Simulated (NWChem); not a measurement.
System meant: NbNH3O2Cl; SMILES [OH][Nb]([OH])(=[NH])[Cl]

The following NWChem deck was run.

```
start job
memory heap 200 mb stack 900 mb global 1100 mb
geometry units angstroms noautoz
  Nb     0.000361     0.133242     0.033305
  N     -0.005697     0.727763    -1.599486
  H     -0.009520     1.034348    -2.567392
  Cl    -0.017208    -2.196137    -0.051445
  O      1.551926     0.779090     0.891471
  H      2.296525     1.302556     0.580798
  O     -1.530717     0.801596     0.911076
  H     -2.271212     1.336007     0.609187
end
basis spherical
  * library def2-svp
end
ecp
  Nb library def2-ecp
end
dft
  odft
  mult 2
  xc xpbe96 cpbe96
  iterations 150
  mulliken
end
task dft energy
```

End of the output:

```
 Summary of "ao basis" -> "ao basis" (spherical)
 ------------------------------------------------------------------------------
       Tag                 Description            Shells   Functions and Types
 ---------------- ------------------------------  ------  ---------------------
 Nb                         def2-svp                11       31   5s3p2d1f
 N                          def2-svp                 6       14   3s2p1d
 H                          def2-svp                 3        5   2s1p
 Cl                         def2-svp                 8       18   4s3p1d
 O                          def2-svp                 6       14   3s2p1d

 Summary of "ao basis" -> "ao basis" (spherical)
 ------------------------------------------------------------------------------
       Tag                 Description            Shells   Functions and Types
 ---------------- ------------------------------  ------  ---------------------
 Nb                         def2-svp                11       31   5s3p2d1f
 N                          def2-svp                 6       14   3s2p1d
 H                          def2-svp                 3        5   2s1p
 Cl                         def2-svp                 8       18   4s3p1d
 O                          def2-svp                 6       14   3s2p1d

      Symmetry analysis of basis
      --------------------------

        a'         67
        a"         39

  number of electrons :                   56
  multiplicity        :                    2
 ------------------------------------------------------------------------
  no. of electrons and multiplicity not compatible                  56
 ------------------------------------------------------------------------
 ------------------------------------------------------------------------
  current input line :
    26: task dft energy
 ------------------------------------------------------------------------
 ------------------------------------------------------------------------
 There is an error in the input file
 ------------------------------------------------------------------------
 For more information see the NWChem manual at https://nwchemgit.github.io

0: no. of electrons and multiplicity not compatible:Received an Error in Communication
```

**Question.** Find the fault in this run and fix the input.

**Answer.** The program refused the input. Cause: the multiplicity doesn't fit the number of electrons (an even count wants an odd multiplicity, and the reverse). This input runs:
```
start job
memory heap 200 mb stack 900 mb global 1100 mb
geometry units angstroms noautoz
  Nb     0.000361     0.133242     0.033305
  N     -0.005697     0.727763    -1.599486
  H     -0.009520     1.034348    -2.567392
  Cl    -0.017208    -2.196137    -0.051445
  O      1.551926     0.779090     0.891471
  H      2.296525     1.302556     0.580798
  O     -1.530717     0.801596     0.911076
  H     -2.271212     1.336007     0.609187
end
basis spherical
  Nb library def2-svp
  N library def2-svp
  H library def2-svp
  Cl library def2-svp
  O library def2-svp
end
ecp
  Nb library def2-ecp
end
dft
  xc xpbe96 cpbe96
  iterations 150
  mulliken
end
task dft energy
```
It converges to -723.71218 Ha (PBE/def2-SVP with def2 effective core potentials on Nb).
